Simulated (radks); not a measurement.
Results of a calculation; reference values are marked as such.
Problem. These are the eigenvalues of the occupied orbitals of an atom or ion with whole-number occupations (hartree). Level of theory: Dirac Kohn-Sham, exchange-only PBE, spin-unpolarised, spherical densities, point nucleus (a radial shooting solver on a logarithmic mesh with Libxc functionals).

orbital  eigenvalue
1s1/2     -522.2527
2s1/2     -70.53300
2p1/2     -63.94558
2p3/2     -61.96607
3s1/2     -11.70557
3p1/2      -9.37860
3p3/2      -9.08668
3d3/2      -5.02858
3d5/2      -4.98031
4s1/2      -2.62954
4p1/2      -2.05201

Which element is it, and in what charge state? The configuration may be excited. Open shells, if any, fill j = l - 1/2 first.

Solution. Z = 36, krypton, charge +4: Kr4+ in [Ar] 3d10 4s2 4p2. The list shows which subshells hold electrons but not how many an open one holds; the 1s level, -522.25 hartree, gives Z - s = 32.3 by -(Z - s)^2/2, which with screening and relativity narrows Z to a few neighbours, and the depths of the outer levels then fix element, charge and occupations together.
